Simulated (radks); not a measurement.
Cs3+, 52 electrons, occupied as [Kr] 4d10 5s1 5p5 (not the ground configuration).

Calculated with a radial shooting solver on a logarithmic mesh with Libxc functionals: non-relativistic Kohn-Sham, PBE, spin-polarised, spherical densities, point nucleus; open shells are filled with parallel spins first (spin-orbit coupling, left out, can overturn this in heavy ions); relativity is left out, which matters for an element this heavy.

Energy parts (hartree):
| part | energy |
|---|---|
| total | -7553.3914 |
| kinetic | 7550.8253 |
| electron-nucleus | -17848.4897 |
| Hartree | 2929.5405 |
| exchange-correlation | -185.2675 |

Orbitals (lengths in bohr, moments of r in powers of bohr; <r^-3> diverges for s and p1/2; r(max) is where P^2 peaks; r(90%) holds 90 % of the orbital's charge):
orbital	occ.	eigenvalue (hartree)	<r^-3>	<1/r>	r(90%)	r(max)
1s up	1	-1259.162	-	54.47	0.0491	0.01830
1s down	1	-1259.158	-	54.47	0.0491	0.01830
2s up	1	-193.2680	-	12.53	0.182	0.1009
2s down	1	-193.2655	-	12.53	0.182	0.1009
2p up	3	-182.1871	5510	12.55	0.163	0.07882
2p down	3	-182.1837	5510	12.55	0.163	0.07883
3s up	1	-41.02430	-	4.604	0.459	0.2861
3s down	1	-41.02024	-	4.604	0.459	0.2861
3p up	3	-36.31107	1051	4.533	0.454	0.2727
3p down	3	-36.30669	1051	4.533	0.454	0.2727
3d up	5	-27.54298	172.7	4.407	0.428	0.2212
3d down	5	-27.53891	172.7	4.407	0.428	0.2212
4s up	1	-8.59789	-	1.912	1.04	0.6699
4s down	1	-8.58870	-	1.912	1.04	0.6701
4p up	3	-6.89948	214.7	1.814	1.09	0.6846
4p down	3	-6.88955	214.8	1.815	1.09	0.6848
4d up	5	-3.96286	28.17	1.593	1.25	0.7179
4d down	5	-3.94916	28.29	1.597	1.24	0.7179
5s up	1	-1.94223	-	0.7543	2.46	1.580
5s down	0	-1.87492	-	0.7543	2.48	1.574
5p up	3	-1.49191	31.86	0.6737	2.76	1.731
5p down	2	-1.42680	31.43	0.6688	2.80	1.733

The highest occupied level is 5p down at -38.825 eV. The configuration is held as typed, so some empty levels lie below it. The electron density at the nucleus is 1.176e+05 e/bohr^3.
